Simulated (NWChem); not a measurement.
System: CH₅BOS₂; SMILES COB(S)S

The following NWChem deck was run.

```
start job
memory heap 200 mb stack 900 mb global 1100 mb
geometry units angstroms noautosym nocenter noautoz
  B     -0.132116     0.140909     0.022767
  O     -1.236516    -0.620758    -0.132233
  C     -1.216773    -2.026386    -0.071366
  H     -0.562683    -2.452030    -0.850834
  H     -0.865506    -2.379843     0.912618
  H     -2.240665    -2.390228    -0.232325
  S     -0.283415     1.949743    -0.076188
  H     -1.615580     1.942474    -0.298438
  S      1.492510    -0.634893     0.327719
  H      2.197081     0.513241     0.397667
end
basis spherical
  * library 6-31g*
end
dft
  xc hfexch
  iterations 150
end
property
  efieldgrad
end
task dft property
```

Structure relaxed at the PBE0/def2-SVP level.

Vzz is the largest principal value of the second derivative of the potential at the nucleus (NWChem prints the opposite sign); η is the asymmetry. Non-relativistic.

Atoms are numbered as in the input.

**Question.** What results follow from this input? (Hartree-Fock/6-31G* (spherical d).) Quantities: Vzz B1 (a.u.); η B1; Vzz O2 (a.u.); η O2; Vzz S7 (a.u.); η S7; Vzz S9 (a.u.); η S9.

**Answer.** 
* **Vzz B1 (a.u.)**: 0.314
* **η B1**: 0.14
* **Vzz O2 (a.u.)**: 1.529
* **η O2**: 0.15
* **Vzz S7 (a.u.)**: 1.860
* **η S7**: 0.82
* **Vzz S9 (a.u.)**: 1.834
* **η S9**: 0.83
